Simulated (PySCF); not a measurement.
PySCF was given this input:
```python
from pyscf import gto, scf, dft, tdscf

mol = gto.M(
    atom='''
Si   -0.43294657    0.19464555    0.35920645
F    -1.56097505   -0.68912823   -0.32481742
F    -0.49406170    1.57197833   -0.44174029
S     1.45055031   -0.72034231    0.01238124
H    -0.78645530    0.43973871    1.72912091
H     2.13423290    0.41504970   -0.05709177
''',
    basis='6-31g',
    verbose=4,
)

mf = dft.RKS(mol)
mf.xc = 'pbe0'
mf.kernel()
td = mf.TDA()
td.nstates = 5
td.kernel()
td.analyze()
```

Question: What does this run give for the total energy, HOMO energy, nuclear repulsion energy, dipole moment?

Answer: 
```json
{
 "total_energy": "-888.0736 Eh",
 "HOMO energy": "-8.43 eV",
 "nuclear_repulsion_energy": "231.0360 Eh",
 "dipole_moment": "2.73 D"
}
```

Question: Roughly what does it cost on one core?

Answer: around 19 core-seconds (rough).
